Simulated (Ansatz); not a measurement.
Reaction (redistribution): `N[SiH](O)[SiH2]F` + `N[SiH](N)O` → `N[Si@H](O)[Si@H](N)O` + `N[SiH2]F`

Gas-phase electronic energies from Ansatz, PBE0-D4/def2-TZVP geometries. CCSD(T)/CBS adds triple-zeta CCSD(T) − MP2 to the extrapolated MP2 energy (def2 sets, frozen cores). Functionals use def2-TZVPP. B3LYP here is the variant with VWN-RPA as its local correlation; programs differ in this. One conformer a species, not always the lowest.

`N[SiH](O)[SiH2]F`:

Z-matrix (Å, degrees):
```
Si
O 1 1.652
Si 1 2.355 2 107.6
N 1 1.709 2 118.4 3 119.7
H 1 1.482 2 104.5 3 -123.0
H 2 0.958 1 117.8 3 -26.3
F 3 1.616 1 107.4 2 -0.7
H 3 1.487 1 114.3 2 -120.1
H 3 1.490 1 112.1 2 116.2
H 4 1.007 1 121.5 2 75.5
H 4 1.007 1 122.1 2 -77.3
```

`N[SiH](N)O`:

```xyz
10

N    -0.985    1.056   -0.195
Si   -0.131   -0.321    0.361
N     0.681   -0.912   -1.019
O     0.749    0.167    1.666
H    -1.431    1.669    0.468
H    -1.506    1.005   -1.055
H    -0.895   -1.466    0.909
H     1.184   -0.298   -1.638
H     1.044   -1.850   -1.042
H     1.290    0.949    1.545
```

`N[Si@H](O)[Si@H](N)O`:

Z-matrix (Å, degrees):
```
Si
O 1 1.658
Si 1 2.349 2 111.2
N 1 1.715 2 117.0 3 -118.2
H 1 1.482 2 102.3 3 124.4
H 2 0.958 1 117.1 3 47.1
N 3 1.721 1 107.0 2 -126.9
O 3 1.656 1 106.4 2 107.0
H 3 1.495 1 114.5 2 -12.9
H 4 1.008 1 119.8 2 86.1
H 4 1.007 1 122.4 2 -64.9
H 7 1.008 3 119.8 1 -53.6
H 7 1.008 3 121.4 1 159.3
H 8 0.959 3 117.8 1 -170.0
```

`N[SiH2]F`:

```xyz
7

N     0.682    0.785    0.131
Si   -0.486   -0.439    0.008
F    -0.194   -1.530   -1.132
H     1.569    0.632    0.580
H     0.719    1.553   -0.519
H    -1.778    0.186   -0.351
H    -0.512   -1.186    1.284
```

```
             level  ΔE (kJ/mol)  difference from CCSD(T)/CBS
         r2SCAN-D4          2.7                          1.6
           PBE0-D4          0.6                         -0.5
           ωB97X-V          0.5                         -0.6
           ωB97M-V          0.4                         -0.7
               PBE          0.5                         -0.6
            r2SCAN          3.3                          2.2
              PBE0          2.0                          0.9
             B3LYP          1.9                          0.8
    MP2/def2-TZVPP         -1.2                         -2.3
SCS-MP2/def2-TZVPP         -0.1                         -1.2
   CCSD/def2-TZVPP          1.7                          0.6
CCSD(T)/def2-TZVPP          0.5                         -0.6
    MP2/def2-QZVPP         -0.7                         -1.8
SCS-MP2/def2-QZVPP          0.4                         -0.7
     MP2/CBS(def2)         -0.5                         -1.6
    CCSD/CBS(def2)          2.4                          1.3
       CCSD(T)/CBS          1.1                            0
```

Largest T1 diagnostic among the species: 0.012.

In def2-TZVPP, CCSD(T) changes the Hartree–Fock value by −5.5 kJ/mol (the triples alone add −1.2 kJ/mol) and MP2 by −7.1 kJ/mol.
